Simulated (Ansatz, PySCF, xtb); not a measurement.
Two conformers of propylene glycol (SMILES CC(O)CO), B3LYP-D3(BJ)/def2-TZVP minima.
Conformer 1 (charge 0, multiplicity 1, Z-matrix in Å and degrees):
```
C
H 1 1.0970
O 1 1.4363 2 109.19
H 3 0.9623 1 109.19 2 52.64
C 1 1.5188 2 108.11 3 -113.78
H 5 1.0909 1 109.84 2 -61.17
H 5 1.0986 6 108.23 1 118.51
O 5 1.4153 6 107.00 7 119.78
H 8 0.9657 5 106.38 6 169.92
C 1 1.5195 2 110.20 3 122.88
H 10 1.0913 1 110.46 2 179.70
H 10 1.0921 11 108.16 1 -121.52
H 10 1.0922 11 108.71 12 -116.70
```
Conformer 2 (charge 0, multiplicity 1):
```xyz
13

C     -1.4455    -0.1014     0.4866
C     -0.1859    -0.3059    -0.3354
O     -0.1552     0.5507    -1.4879
C      1.0872    -0.0987     0.4740
O      2.2435    -0.2776    -0.3201
H     -1.4868    -0.8073     1.3184
H     -1.4775     0.9091     0.9053
H     -2.3318    -0.2455    -0.1313
H     -0.1681    -1.3149    -0.7534
H     -0.3500     1.4515    -1.2010
H      1.0678     0.9083     0.9205
H      1.1404    -0.8225     1.2899
H      2.0619     0.1543    -1.1657
```

No zero-point or thermal terms.

Rows in 3-21G carry no dispersion term and start afresh at each structure.

Programs: Ansatz (a first-principles code); PySCF for 3-21G rows; xtb for the GFN methods. Each number belongs to the level named beside it.

Problem. One of these levels gives 0.1 kJ/mol for the electronic energy of conformer 2 less that of conformer 1. Name it.
(A) GFN2-xTB
(B) B3LYP/3-21G
(C) r2SCAN/def2-TZVPP

Solution. C, r2SCAN/def2-TZVPP. The others give -4.3 (GFN2-xTB), -1.4 (B3LYP/3-21G)
